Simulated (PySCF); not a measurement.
C₂H₇OSi, SMILES C[SiH](C)[O], multiplicity 2. Atoms are numbered in the order given.

```xyz
11

C      0.2180     0.7601    -1.5585
Si    -0.3850    -0.1087     0.0000
C      0.2180     0.7601     1.5585
O      0.3295    -1.6367     0.0000
H     -0.2269     1.7683    -1.6063
H      1.3146     0.8546    -1.5490
H     -0.0800     0.2115    -2.4651
H     -1.8772    -0.1753     0.0000
H      1.3146     0.8546     1.5490
H     -0.0800     0.2115     2.4651
H     -0.2269     1.7683     1.6063
```
Charge 0, spin multiplicity 2.

Geometry optimised at B3LYP-D3(BJ)/def2-SVP. The geometry has at least one imaginary mode, so it is a saddle point at that level. The isomer is the one that the SMILES or the coordinates give; other isomers of the formula were not compared.

All values below come from PBE/pcH-1 in PySCF.

Unrestricted Kohn–Sham, ⟨S²⟩ = 0.753. Hyperfine tensors hold the contact and dipolar terms, without spin-orbit corrections.

Computed hyperfine couplings:
```json
[
 {"nucleus": "13C no. 1", "A(iso) (MHz)": "35.9", "A(iso) (G)": "12.8", "dipolar principal values (MHz)": "-8.2, -8.0, 16.2"},
 {"nucleus": "29Si no. 2", "A(iso) (MHz)": "42.9", "A(iso) (G)": "15.3", "dipolar principal values (MHz)": "-1.2, -0.1, 1.3"},
 {"nucleus": "13C no. 3", "A(iso) (MHz)": "35.9", "A(iso) (G)": "12.8", "dipolar principal values (MHz)": "-8.2, -8.0, 16.2"},
 {"nucleus": "17O no. 4", "A(iso) (MHz)": "-19.2", "A(iso) (G)": "-6.9", "dipolar principal values (MHz)": "-243.0, 120.7, 122.2"},
 {"nucleus": "1H no. 5", "A(iso) (MHz)": "19.6", "A(iso) (G)": "7.0", "dipolar principal values (MHz)": "-4.4, -1.2, 5.6"},
 {"nucleus": "1H no. 6", "A(iso) (MHz)": "-4.5", "A(iso) (G)": "-1.6", "dipolar principal values (MHz)": "-4.8, -0.7, 5.5"},
 {"nucleus": "1H no. 7", "A(iso) (MHz)": "-5.0", "A(iso) (G)": "-1.8", "dipolar principal values (MHz)": "-5.2, -0.5, 5.7"},
 {"nucleus": "1H no. 8", "A(iso) (MHz)": "-6.2", "A(iso) (G)": "-2.2", "dipolar principal values (MHz)": "-3.2, -2.7, 5.9"},
 {"nucleus": "1H no. 9", "A(iso) (MHz)": "-4.5", "A(iso) (G)": "-1.6", "dipolar principal values (MHz)": "-4.8, -0.7, 5.5"},
 {"nucleus": "1H no. 10", "A(iso) (MHz)": "-5.0", "A(iso) (G)": "-1.8", "dipolar principal values (MHz)": "-5.2, -0.5, 5.7"},
 {"nucleus": "1H no. 11", "A(iso) (MHz)": "19.6", "A(iso) (G)": "7.0", "dipolar principal values (MHz)": "-4.4, -1.2, 5.6"}
]
```
